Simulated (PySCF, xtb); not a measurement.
chlorocyclobutane (C4H7Cl), SMILES ClC1CCC1.

GFN2-xTB in xtb 6.7.1 at its own geometry gives an orbital gap of 6.95 eV and a dipole moment of 2.36 D.

Geometry optimised at r2SCAN-D4/def2-SVP.

### Question
What does CAM-B3LYP/def2-TZVP run with PySCF give? (The exact figures need the calculation; the answer reports its results.)

### Answer
gap 11.23 eV (levels -9.52 and 1.71 eV), dipole 2.25 D.
